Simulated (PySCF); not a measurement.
**Working out the ionisation energy of Sc**

Sc [Ar] 3d1 4s2 (2D) → Sc⁺ [Ar] 3d1 4s1 (3D). Calculation: PySCF 2.14, in pcseg-2 (6s4p3d2f1g, 56 functions); no relativity, point nucleus. Frozen: [Ar]. Energies in hartree (1 hartree = 27.21139 eV):

```
             part   Sc (lower)  Sc⁺ (upper)
              UHF  -759.725020  -759.527869
MP2 opposite-spin    -0.023343     0.000000
    MP2 same-spin    -0.002703    -0.002947
```

**Question.** What does Hartree-Fock give?

**Answer.** (-759.527869) − (-759.725020) = 0.197151 hartree = 5.365 eV.

**Question.** What do MP2 and SCS-MP2 (6/5 opposite-spin, 1/3 same-spin) give?

**Answer.** The opposite-spin parts differ by 0.635 eV and the same-spin parts by -0.007 eV. MP2: 5.365 + (0.635) + (-0.007) = 5.993 eV. SCS-MP2: 5.365 + 1.2 × (0.635) + (-0.007)/3 = 6.125 eV.

Measured between the centres of the two terms (NIST): 6.562 eV, so MP2 (valence) is off by -0.569 eV.

The calculation is non-relativistic.

What remains against the reference includes basis incompleteness, the frozen core and correlation beyond second order.
